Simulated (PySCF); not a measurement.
C4H10BO2 (SMILES CCO[B]OCC), doublet, geometry from GFN2-xTB. Base run: PySCF with DF-R2SCAN/6-31G**.

Here is a job for PySCF.
```python
from pyscf import gto, scf, dft

mol = gto.M(
    atom='''
C     3.042965    0.208873   -0.768064
C     2.324881   -0.743452    0.183543
O     1.103180   -0.220898    0.638197
B    -0.005917   -0.033382   -0.124088
O    -1.047151    0.537008    0.536839
C    -2.316504    0.790713   -0.007864
C    -3.093262   -0.492640   -0.286747
H     2.430966    0.376101   -1.652017
H     3.213553    1.164657   -0.279293
H     3.998297   -0.213333   -1.067754
H     2.936895   -0.913446    1.076355
H     2.161296   -1.709810   -0.314931
H    -2.850756    1.399426    0.730117
H    -2.220917    1.373435   -0.935433
H    -2.558304   -1.094523   -1.018483
H    -3.196935   -1.070903    0.627794
H    -4.081226   -0.254540   -0.671411
''',
    basis='6-31g**',
    charge=0,
    spin=1,
    verbose=4,
)

mf = dft.UKS(mol)
mf.xc = 'r2scan'
mf = mf.density_fit(auxbasis='def2-universal-jkfit')
mf.kernel()
mf.analyze()
```

Variants of this job, named by their change:

```json
[
 {"change": "base", "ΔE vs base (mEh)": "0.000", "grid points": "196768", "electrons on the grid": "55.00001", "outcome": "converged"},
 {"change": "grids.level = 5", "ΔE vs base (mEh)": "0.016", "grid points": "536432", "electrons on the grid": "55.00000", "outcome": "converged"},
 {"change": "grids.level = 7", "ΔE vs base (mEh)": "-", "grid points": "-", "electrons on the grid": "-", "outcome": "cut at the time limit"},
 {"change": "grids.atom_grid = (150, 974)", "ΔE vs base (mEh)": "-", "grid points": "-", "electrons on the grid": "-", "outcome": "cut at the time limit"},
 {"change": "grids.radi_method = gauss_chebyshev", "ΔE vs base (mEh)": "-0.044", "grid points": "192088", "electrons on the grid": "55.00001", "outcome": "converged"},
 {"change": "grids.atom_grid = (30, 110)", "ΔE vs base (mEh)": "0.370", "grid points": "41856", "electrons on the grid": "54.99851", "outcome": "converged"},
 {"change": "grids.prune = off", "ΔE vs base (mEh)": "-0.001", "grid points": "309552", "electrons on the grid": "55.00001", "outcome": "converged"},
 {"change": "small_rho_cutoff = 0", "ΔE vs base (mEh)": "0.000", "grid points": "196768", "electrons on the grid": "55.00001", "outcome": "converged"},
 {"change": "grids.level = 0", "ΔE vs base (mEh)": "-32.374", "grid points": "13808", "electrons on the grid": "55.02972", "outcome": "converged"},
 {"change": "grids.prune = dft.gen_grid.treutler_prune", "ΔE vs base (mEh)": "-0.002", "grid points": "169224", "electrons on the grid": "55.00001", "outcome": "converged"},
 {"change": "grids.level = 1", "ΔE vs base (mEh)": "1.115", "grid points": "60984", "electrons on the grid": "55.00004", "outcome": "converged"}
]
```

Open shells are given as the SCF converged; they aren't shown to be the lowest states, and a large step between rows can be another state.
